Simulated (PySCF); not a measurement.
Structure with atom numbers: `[CH3:1][N:2]=[C:3]([O:4][C:5]([F:6])([F:7])[F:8])[O:9][C:10]([F:11])([F:12])[F:13]`; H(Xn) means a hydrogen on atom n.

PySCF 2.14.0 with density-fitted response routines calculation with shieldings: GIAO PBE0/pcSseg-1 and structure optimised with GFN2-xTB; one conformer, equivalent nuclei averaged, isolated molecule, non-relativistic.

Question: Predict the 2D correlation tables (HSQC, COSY, HMBC).

Answer: 

HSQC (one-bond C–H):
```csv
δH,δC
3.40 (H(C1)),32.9 (C1)
```

HMBC (two and three bonds, from the bond graph):
```csv
δH,δC
3.40 (H(C1)),138.4 (C3)
```

No COSY cross peaks are expected.

Shifts are taken against calculated references (same method and geometry level): 1H (σref 31.72), 13C (σref 186.93) vs TMS.

Shifts are as computed. Against solution values, carbons near 30 ppm lie about +3 ppm off and those near 130 ppm about +5 ppm. Of 1211 compounds with measured shifts, 218 miss one by over three times the rms of a fit or turn the order of signals round; such compounds aren't used in these exercises.
